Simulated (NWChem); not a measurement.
## Basis-set dependence for FNa

```xyz
2

Na     0.0000     0.0000    -0.8497
F      0.0000     0.0000     1.0385
```
Charge 0, spin multiplicity 1.

Everything below was run with NWChem. Structure: optimised with PBE0/def2-SVP, a minimum by its harmonic frequencies.

Hartree-Fock energies in Ha, correlation energies in mHa.

The correlated methods keep 2 core orbitals frozen. The structure started from a generated list of species. No row is a measurement; the coupled-cluster row has its own basis-set and correlation limits.

```tsv
basis	functions	RHF	MP2	SCS-MP2	CCSD	CCSD+T(CCSD)	CCSD(T)	CR-CCSD[T]	CR-CCSD(T)	CCSDT
3-21G	22	-259.76545	-128.6	-123.7	-127.8	-132.2	-130.7	-132.0	-130.6	-130.4
cc-pVDZ	32	-261.32766	-206.4	-198.2	-206.8	-210.3	-209.3	-209.9	-209.0	-209.5
cc-pVTZ	64	-261.36668	-288.9	-280.8	-286.5	-295.1	-294.3	-293.9	-293.2	not run
cc-pVQZ	114	-261.37677	-318.3	-311.7	-314.0	not run	not run	-323.2	-322.5	not run
```

From cc-pVTZ to cc-pVQZ the Hartree-Fock energy moves by -10.1 mHa and the MP2 correlation energy by -29.4 mHa, which is 9 % of its value in the larger set.
